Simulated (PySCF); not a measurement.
# Peak assignment

Cartesian coordinates in Å; atom numbers follow the order of the lines, from 1:
```xyz
24

C    -1.4487   -0.1930   -1.3493
C    -2.0561   -0.0943    0.0472
C    -3.4077   -0.8023    0.0925
C    -1.1030   -0.7004    1.0917
C     0.1573    0.0913    1.2027
C     1.3837   -0.2770    0.8585
Cl    1.6767   -1.8701    0.2063
Si    2.9551    0.7741    0.9074
Si    3.6480    1.1862   -1.2611
H    -1.2885   -1.2349   -1.6185
H    -0.4911    0.3219   -1.3901
H    -2.1124    0.2535   -2.0864
H    -2.2063    0.9642    0.2903
H    -3.8697   -0.6937    1.0715
H    -4.0803   -0.3822   -0.6523
H    -3.2858   -1.8635   -0.1141
H    -1.6030   -0.7039    2.0645
H    -0.8774   -1.7320    0.8184
H     0.0459    1.0964    1.5890
H     2.5970    1.9749    1.6767
H     3.9163    0.0183    1.7198
H     3.9931   -0.0308   -1.9979
H     2.6110    1.8703   -2.0413
H     4.8341    2.0469   -1.2788
```

- GFN2-xTB geometry
- shielding tensors at PBE0/pcSseg-1 (GIAO)
- run in PySCF
- in vacuum, single conformer, non-relativistic Hamiltonian, fast rotation and ring inversion assumed for equivalent nuclei

δ = σ(ref) − σ, references computed at the same level: 13C (σref 186.93) and 1H (σref 31.72) against TMS.

**Question.** Assign these signals to the numbered atoms. 13C{1H} NMR (computed): δ 152.0 (CH), 140.6 (C), 42.2 (CH2), 32.7 (CH), 24.2 (CH3).

**Answer.** 
| δ (ppm) | atoms | environment | reason |
| --- | --- | --- | --- |
| 152.0 | C5 | alkene CH | an sp2 carbon of a C=C bond |
| 140.6 | C6 | fully substituted alkene carbon | an sp2 carbon of a C=C bond |
| 42.2 | C4 | allylic sp3 CH2 | saturated and bonded to C and H only |
| 32.7 | C2 | sp3 CH | aliphatic region, no heteroatom directly attached |
| 24.2 | C1/C3 | methyl carbon | aliphatic region, no heteroatom directly attached |

**Question.** Assign these signals to the numbered atoms. 1H NMR (500 MHz, computed): δ 6.43 (t, 1H), 4.42 (q, 2H), 3.54 (t, 3H), 2.34 (m, 2H), 1.41 (m, 1H), 1.00 (d, 6H).

**Answer.** 
| δ (ppm) | atoms | environment | reason |
| --- | --- | --- | --- |
| 6.43 | H19 | hydrogen on an alkene CH | a vinylic proton, deshielded by the sp2 carbon and the C=C anisotropy |
| 4.42 | H20/H21 | hydrogen on a silicon bonded to C, Si | – |
| 3.54 | H22/H23/H24 | hydrogen on a silicon bonded to Si | – |
| 2.34 | H17/H18 | hydrogen on an allylic sp3 CH2 | allylic position |
| 1.41 | H13 | hydrogen on an sp3 CH | – |
| 1.00 | H10/H11/H12/H14/H15/H16 | hydrogen on a methyl carbon | far from electronegative atoms and π systems |

Carbons that carry Cl, above all several Cl atoms, come out too deshielded, partly because spin–orbit coupling is missing. Shifts are as computed. Against solution values, carbons near 30 ppm lie about +3 ppm off and those near 130 ppm about +5 ppm; carbons on Cl a further +6 ppm. Of 1309 compounds with measured shifts, 239 miss one by over three times the rms of a fit or turn the order of signals round; such compounds aren't used in these exercises. Multiplicities follow the n + 1 count of equivalent neighbours, as no J values were calculated; m marks all less simple cases, F and P coupling included.
